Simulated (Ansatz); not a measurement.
Consider the redistribution: `[NH2][Zr]([NH2])([Cl])[Cl]` + `NCC[SiH2]F` → `[NH2][Zr]([F])([Cl])[Cl]` + `NCC[SiH2]N`.

Isolated molecules relaxed with PBE0-D4/def2-TZVP in Ansatz; ΔE leaves out vibrations. CCSD(T)/CBS is the MP2 limit (def2-TZVPP, def2-QZVPP) plus CCSD(T) − MP2 in def2-TZVPP, frozen cores. DFT in def2-TZVPP. def2 core potentials past Kr. For Zr outer-core shells are correlated without core-valence functions, which leaves a few kJ/mol of doubt a bond. One conformer a species, not always the lowest.

```json
{"level": "PBE-D4", "ΔE (kJ/mol)": "-26.2", "difference from CCSD(T)/CBS": "-11.1"}
{"level": "PBE0-D4", "ΔE (kJ/mol)": "-23.2", "difference from CCSD(T)/CBS": "-8.1"}
{"level": "B2PLYP", "ΔE (kJ/mol)": "-18.4", "difference from CCSD(T)/CBS": "-3.3"}
{"level": "PBE", "ΔE (kJ/mol)": "-26.4", "difference from CCSD(T)/CBS": "-11.3"}
{"level": "r2SCAN", "ΔE (kJ/mol)": "-23.4", "difference from CCSD(T)/CBS": "-8.3"}
{"level": "PBE0", "ΔE (kJ/mol)": "-23.5", "difference from CCSD(T)/CBS": "-8.4"}
{"level": "MP2/def2-TZVPP", "ΔE (kJ/mol)": "-13.7", "difference from CCSD(T)/CBS": "1.4"}
{"level": "SCS-MP2/def2-TZVPP", "ΔE (kJ/mol)": "-13.6", "difference from CCSD(T)/CBS": "1.5"}
{"level": "CCSD/def2-TZVPP", "ΔE (kJ/mol)": "-14.4", "difference from CCSD(T)/CBS": "0.7"}
{"level": "CCSD(T)/def2-TZVPP", "ΔE (kJ/mol)": "-15.0", "difference from CCSD(T)/CBS": "0.1"}
{"level": "CCSD(T)/CBS", "ΔE (kJ/mol)": "-15.1", "difference from CCSD(T)/CBS": "0"}
```

Largest T1 diagnostic among the species: 0.016.
